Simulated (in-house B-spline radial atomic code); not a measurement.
Computed with a B-spline radial atomic code. Model: two electrons, singlet ground state, non-relativistic, full CI in B-splines with partial waves to l = 8 (at full coupling up to 3e-4 hartree above the limit, correlation up to 0.6 % small), density held at that of full coupling by Lieb maximisation.

W(λ) is the mean repulsion in the state of coupling λ less the Hartree energy of the fixed density. Its start is exact exchange, its initial slope is twice the second-order Görling-Levy correlation energy, and its area from 0 to 1 is E_xc. A straight curve means weak, dynamic correlation, and a curve that drops fast and flattens means strong correlation.

Command:
```bash
python run_ac.py task.json out
```
Settings (lengths in bohr, energies in hartree):
```
potential              dot
strength               0.0535
lmax                   8
second                 0.7
```

Cost of the run: 65 s on 1 thread of Intel(R) Xeon(R) Processor @ 2.30GHz (shared host).

**W = mean repulsion less Hartree energy, and W of three functionals.**

Given: confinement charge in harmonic well; well frequency 0.0535 hartree; nuclear charge 0.7; external potential omega^2 r^2/2 - Z/r.

Computed: LDA exchange minus exact 38.441 millihartree; PBE exchange minus exact 0.66953 millihartree.

| coupling | W xc (hartree) | W xc minus exchange (millihartree) | kinetic minus Kohn-Sham (millihartree) | LDA (PW92) W minus its exchange (millihartree) | PBE W minus its exchange (millihartree) | SCAN W minus its exchange (millihartree) |
| --- | --- | --- | --- | --- | --- | --- |
| 0 | -0.28842 | 0 | 0 | 0 | 0 | 0 |
| 0.02 | -0.29043 | -2.011 | 0.02 | -8.88 | -1.66 | -1.78 |
| 0.05 | -0.29333 | -4.908 | 0.12 | -17.17 | -4.19 | -4.28 |
| 0.12 | -0.29959 | -11.163 | 0.65 | -30.66 | -9.88 | -9.59 |
| 0.25 | -0.30959 | -21.171 | 2.48 | -47.57 | -19.37 | -17.99 |
| 0.4 | ? | ? | ? | ? | ? | ? |
| 0.6 | -0.32911 | -40.692 | 10.52 | -74.89 | -38.87 | -34.7 |
| 0.8 | -0.33701 | -48.591 | 16.02 | -85.24 | -47.25 | -41.8 |
| 1 | ? | ? | ? | ? | ? | ? |
| 1.4 | -0.35293 | -64.504 | 33.07 | -106.35 | -65.46 | -57.06 |
| 2 | -0.36256 | -74.14 | 49.24 | -119.89 | -77.72 | -67.02 |
| 3 | -0.37242 | -83.999 | 73.45 | -134.79 | -91.55 | -77.68 |
| 4.5 | -0.38093 | -92.511 | 104.77 | -148.76 | -104.75 | -86.91 |

(1) What belongs in the row 0.4?

(2) What belongs in the row 1?

(3) What is the SCAN exchange minus exact?

**Energy parts, natural occupations and partial-wave weights.**

Computed: total energy -0.1415 hartree; exchange energy -0.28842 hartree; correlation energy -0.033233 hartree; initial slope twice GL2 -0.1021 hartree; kinetic part over minus potential part 0.39512; Hartree energy 0.57685 hartree; Kohn-Sham kinetic 0.24667 hartree.

```json
{"natural": "s", "occupation of the shell (electrons)": "1.8814"}
{"natural": "s", "occupation of the shell (electrons)": "0.066235"}
{"natural": "p", "occupation of the shell (electrons)": "0.05049"}
{"natural": "d", "occupation of the shell (electrons)": "0.00090201"}
{"natural": "p", "occupation of the shell (electrons)": "?"}
{"natural": "s", "occupation of the shell (electrons)": "0.00021564"}
```

(4) What belongs in the row p?

| wave | weight |
| --- | --- |
| s | 0.97391 |
| p | ? |
| d | 0.00048482 |
| f | 5.4005e-05 |
| g | 1.1305e-05 |

(5) What belongs in the row p?

(6) What is the kinetic part of the DFT correlation energy?

(7) What is the Lieb Oxford ratio E_xc over LDA exchange?

Answers

(1) W xc (hartree): -0.31907; W xc minus exchange (millihartree): -30.644; kinetic minus Kohn-Sham (millihartree): 5.53; LDA (PW92) W minus its exchange (millihartree): -61.34; PBE W minus its exchange (millihartree): -28.66; SCAN W minus its exchange (millihartree): -25.99.

(2) W xc (hartree): -0.34336; W xc minus exchange (millihartree): -54.942; kinetic minus Kohn-Sham (millihartree): 21.71; LDA (PW92) W minus its exchange (millihartree): -93.56; PBE W minus its exchange (millihartree): -54.27; SCAN W minus its exchange (millihartree): -47.72.

(3) -2.9728 millihartree.

(4) occupation of the shell (electrons): 0.00053814.

(5) weight: 0.02553.

(6) 0.021709 hartree.

(7) 1.2867.

Half-way to full coupling W has made 65 % of its drop, against 50 % for a straight line, and second-order (GL2) theory, half the initial slope, overshoots the correlation energy by about 54 %: a marked bend. Over couplings 0 to 1 the errors in E_xc come to about +8.6 millihartree for LDA, +2.1 millihartree for PBE, +1.8 millihartree for SCAN. In LDA and SCAN the errors of exchange and correlation have opposite signs, so the sum is smaller than the larger of the two.
